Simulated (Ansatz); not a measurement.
Consider the ligand exchange at the Si–C bond: `CC=C=C[SiH3]` + `[OH][In]([OH])[Cl]` → `[OH][In]([Cl])[O][SiH3]` + `C=C=CC`.

Computed with Ansatz on PBE0-D4/def2-TZVP structures; ΔE is electronic, products minus reactants. CCSD(T)/CBS adds triple-zeta CCSD(T) − MP2 to the extrapolated MP2 energy (def2 sets, frozen cores). Functionals use def2-TZVPP. Elements past krypton have def2 core potentials. For In outer-core shells are correlated without core-valence functions, which leaves a few kJ/mol of doubt a bond. Each species was taken in one conformer, which may not be the lowest.

(1) Is it downhill or uphill in electronic energy at CCSD(T)/CBS, and by how much? (Estimate.)

(2) What do these levels give: PBE0-D4, ωB97M-V, B2PLYP, r2SCAN, SCS-MP2/def2-TZVPP, MP2/def2-QZVPP? (An estimate is asked.)

Largest T1 diagnostic among the species: 0.016.

## Answers

(1) Ansatz gave: Downhill: ΔE = -88.4 kJ/mol.

(2) Computed: PBE0-D4 -75.8, ωB97M-V -85.2, B2PLYP -87.1, r2SCAN -81.9, SCS-MP2/def2-TZVPP -90.7, MP2/def2-QZVPP -86.8 kJ/mol.

In def2-TZVPP, CCSD(T) changes the Hartree–Fock value by +18.4 kJ/mol (the triples alone add +3.1 kJ/mol) and MP2 by +20.6 kJ/mol. From PBE to PBE0 (25 % exact exchange), in def2-TZVPP and without D4, ΔE moves by −7.2 kJ/mol.
